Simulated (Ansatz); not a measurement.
`BOB1CO1` + H₂O → `OB1CO1` + `BO` at 298.15 K and 1 bar (formal hydrolysis of a B–O bond).

Calculated with Ansatz (gas phase, PBE0-D4/def2-TZVP geometries, no zero-point term in ΔE). CBS: MP2 limit from def2 TZ/QZ plus the TZ coupled-cluster correction, frozen cores. This one scheme is used for every species. One conformer a species, not always the lowest.

| species | CCSD(T)/CBS energy (Eh) | H − E (kJ/mol) | S (J/(mol·K)) |
| --- | --- | --- | --- |
| `BOB1CO1` | -240.45540 | 176.2 | 322.1 |
| H₂O | -76.37941 | 66.4 | 188.7 |
| `OB1CO1` | -215.03899 | 142.3 | 271.8 |
| `BO` | -101.80414 | 103.5 | 230.4 |

H − E and S are ideal-gas, rigid-rotor, harmonic terms from PBE0-D4/def2-TZVP, for one conformer and one mirror image of each species. 1 Eh = 2625.50 kJ/mol, R = 8.31446 J/(mol·K).

**Question.** By hand: ΔE, ΔH, ΔS and ΔG.

**Answer.** ΔE = (-215.03899) + (-101.80414) − (-240.45540) − (-76.37941) = -0.00832 Eh = -21.8 kJ/mol. Δ(H − E) = 142.3 + 103.5 − 176.2 − 66.4 = 3.2, so ΔH = -18.6 kJ/mol. ΔS = 271.8 + 230.4 − 322.1 − 188.7 = -8.6 J/(mol·K). ΔG = -18.6 − 298.15 × (-8.6)/1000 = -16.0 kJ/mol.

**Question.** By hand: the equilibrium constant, and the temperature at which ΔG would vanish if ΔH and ΔS stayed fixed.

**Answer.** log₁₀ K = −ΔG/(RT ln 10) = 2.8. ΔG = 0 at ΔH/ΔS = 2163 K, though so small a ΔS makes that figure unsure.

The number of gas molecules stays the same, so ΔS is small and ΔH decides. A doubt of 5 kJ/mol in ΔE shifts log₁₀ K by 0.9 here. Other conformers and mirror images would add mixing entropy, several J/(mol·K) or more a flexible species. Modes under 60 cm⁻¹, often nearly free rotors, make the harmonic entropy too high. These are equilibria of isolated gas molecules and say nothing of rates. Largest T1 diagnostic: 0.015 (customary marks: 0.02 for closed shells, 0.045 for open ones).
